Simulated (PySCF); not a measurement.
## Polarisability and C₆ of I⁺ (iodine, charge +1)

[Kr] 4d10 5s2 5p4, high-spin 3P determinant. All numbers are calculated (PySCF 2.14, a scalar-relativistic core potential, in aug-cc-pV5Z-PP with ECP28MDF). Coupled (time-dependent) response in atomic units; α is the mean over directions.

```csv
method,mean α (bohr³),"α xx, yy, zz",C₆ (like pair),S(−4)
PBE0,20.28,"19.77, 21.30, 19.77",174.0,76.18
BHandHLYP,20.07,"19.59, 21.01, 19.59",171.5,74.27
```

S(−4) is the Cauchy moment in α(ω) = α(0) + S(−4) ω² + …

Spin-orbit coupling is absent.

α(iu) at PBE0:

```json
{"u (hartree)": "0", "α(iu) (bohr³)": "20.28"}
{"u (hartree)": "0.0500", "α(iu) (bohr³)": "20.09"}
{"u (hartree)": "0.100", "α(iu) (bohr³)": "19.55"}
{"u (hartree)": "0.200", "α(iu) (bohr³)": "17.68"}
{"u (hartree)": "0.300", "α(iu) (bohr³)": "15.34"}
{"u (hartree)": "0.500", "α(iu) (bohr³)": "10.99"}
{"u (hartree)": "0.750", "α(iu) (bohr³)": "7.325"}
{"u (hartree)": "1.00", "α(iu) (bohr³)": "5.166"}
{"u (hartree)": "1.50", "α(iu) (bohr³)": "3.008"}
{"u (hartree)": "2.00", "α(iu) (bohr³)": "2.023"}
{"u (hartree)": "3.00", "α(iu) (bohr³)": "1.146"}
{"u (hartree)": "5.00", "α(iu) (bohr³)": "0.5363"}
```

A single London oscillator, α(iu) = α/(1 + u²/ω²), gives C₆ = (3/4) ω α². Matching the computed C₆ needs ω = 4 × 174.0 / (3 × 20.28²) = 0.564 hartree.

For an ion, C₆ is the dispersion term alone; charge-induced terms of lower order in 1/R come first.

The components differ because the open shell of this determinant is not spherical; for a pure term their mean is the scalar polarisability.

Energies and moments cover only the electrons outside the core potential.
